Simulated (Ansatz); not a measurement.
Consider the substitution at a C–C bond: `CC[Si]CC` + `N=C(O)CO` → `COCC(=N)O` + `CC[Si]C`.

Calculated with Ansatz (gas phase, PBE0-D4/def2-TZVP geometries, no zero-point term in ΔE). CCSD(T)/CBS adds triple-zeta CCSD(T) − MP2 to the extrapolated MP2 energy (def2 sets, frozen cores). Functionals use def2-TZVPP. B3LYP here is the variant with VWN-RPA as its local correlation; programs differ in this. Each species was taken in one conformer, which may not be the lowest.

```
          level  ΔE (kJ/mol)
      r2SCAN-D4         15.5
         r2SCAN         15.1
          B3LYP         12.5
CCSD/def2-TZVPP         18.4
```

Question: What does CCSD(T)/CBS give? (An estimate is asked.)

Answer: Ansatz gave: +21.4 kJ/mol. The listed levels differ from it by -5.9, -6.3, -8.9, -3.0 kJ/mol.

Largest T1 diagnostic among the species: 0.013.

In def2-TZVPP, CCSD(T) changes the Hartree–Fock value by +10.0 kJ/mol (the triples alone add +0.6 kJ/mol) and MP2 by +14.3 kJ/mol.
